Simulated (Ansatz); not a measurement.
Input file for Ansatz (a program for electronic structure): R-r2SCAN/def2-TZVPP on I2Si (SMILES I[Si]I). Elements past Kr take the def2 small-core potentials; no spin–orbit coupling.

Ansatz 0.2 input:
```yaml
crystal:
  periodic: [false, false, false]
  atoms:
    - {symbol: Si, position_ang: [0.00527327, 0.00516508, -1.03483880]}
    - {symbol: I, position_ang: [1.95659813, -0.00651110, 0.52727163]}
    - {symbol: I, position_ang: [-1.96187140, 0.00134602, 0.50756717]}
basis:
  gaussian:
    orbitals: def2-TZVPP
hamiltonian:
  xc: {name: r2SCAN}
scf: {lower_state_search: off}
```

It printed:

```
WARN ansatz: RAYON_NUM_THREADS=4 ignored (pool sized by the plan → 4); use --threads N
Functional definition: r2SCAN
these checks for a lower state are left out or cut short: stability, starts, cluster_reference, orbital_swaps, neighbouring_geometries, increment
integrals: 0.07 GiB planned
1022 factors; their error is unknown
mean field: 0.46 GiB planned
mean field evaluation 1: about -24086.5933 eV, gradient 9.1e0 eV
mean field evaluation 2: about -24086.5817 eV, gradient 1.1e1 eV
mean field evaluation 4: about -24086.7948 eV, gradient 1.8e0 eV
mean field evaluation 8: about -24086.7748 eV, gradient 2.9e-2 eV
mean field evaluation 16: about -24086.7748 eV, gradient 4.9e-6 eV
mean field -24086.77478060 eV, -885.1726465847 hartree, gradient 4.8e-6 eV, S^2 0.000000; 0 other end points of the search recorded, 0 dependent functions left out
reference -24086.77478942 eV, -885.1726469089 hartree; 32, 32 occupied and 110, 110 virtual orbitals, 1022 factors
Total energy: -24086.77478942 eV, -885.1726469089 hartree
Checks for a lower state left out: stability, starts, cluster_reference, orbital_swaps, neighbouring_geometries, increment
```

Self-consistency was reached.

Cost: about 3 core-seconds (a rough figure).
